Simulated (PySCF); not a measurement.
# Bond lengths and vibrations by method: BGeH3N cation

Calculated results; nothing here was measured. The program is PySCF 2.14.0, an open-source quantum chemistry code, run on an isolated molecule that a program drew, which may never have been made. The molecule is BGeH3N cation (charge +1, singlet), drawn as the SMILES string `[BH+][N]=[GeH2]`.

The geometry was optimised and harmonic frequencies were computed with HF and MP2, all in the cc-pVDZ basis, for the commonest isotopes, with a restricted reference for singlets and an unrestricted one otherwise, and a frozen core in MP2. Germanium has the cc-pVDZ-PP basis, with a core potential (ECP10MDF) in place of its 10 inner electrons, and its 3s, 3p and 3d shells are frozen in MP2. Each result is a local minimum of its method.

Geometry at the HF minimum:
```xyz
6
BGeH3N cation, angstrom
B     1.5812    0.7542   -0.0790
N     1.3504   -0.2236    0.6902
Ge    1.0398   -1.5456    1.7322
H     1.7944    1.6576   -0.7897
H     2.1209   -2.5764    1.9287
H    -0.3026   -1.6264    2.4116
```

Lengths of the bonds as drawn, in Å (atoms numbered as above):
| bond | HF | MP2 |
|---|---|---|
| B1-N2 | 1.265 | 1.288 |
| N2-Ge3 | 1.712 | 1.740 |
| B1-H4 | 1.169 | 1.178 |
| Ge3-H5 | 1.507 | 1.515 |
| Ge3-H6 | 1.507 | 1.515 |

Rotational constants, in GHz:
| constant | HF | MP2 |
|---|---|---|
| A | 143.1 | 139.4 |
| B | 4.133 | 4.004 |
| C | 4.017 | 3.892 |

Harmonic frequencies in cm^-1, each column in rising order, so a row needn't be the same motion in every method:
| rank | HF | MP2 |
|---|---|---|
| 1 | 141 | 119 |
| 2 | 157 | 137 |
| 3 | 671 | 629 |
| 4 | 715 | 665 |
| 5 | 738 | 682 |
| 6 | 827 | 737 |
| 7 | 836 | 756 |
| 8 | 932 | ? |
| 9 | 1886 | 1787 |
| 10 | 2354 | 2280 |
| 11 | 2377 | 2317 |
| 12 | 3014 | 2926 |

**Estimate the missing MP2 frequency from the HF column.**

A single factor s that minimises the squared misfit of MP2 against s times HF over the other rows is sum(HF x MP2) / sum(HF^2) = 0.9618, with an rms misfit of 31 cm^-1. For rank 8 it gives 0.9618 x 932 = 896 cm^-1. The calculation gives 876 cm^-1, 20 cm^-1 below the estimate. The drawn bonds are on average 1.1 % longer in MP2 than in HF.
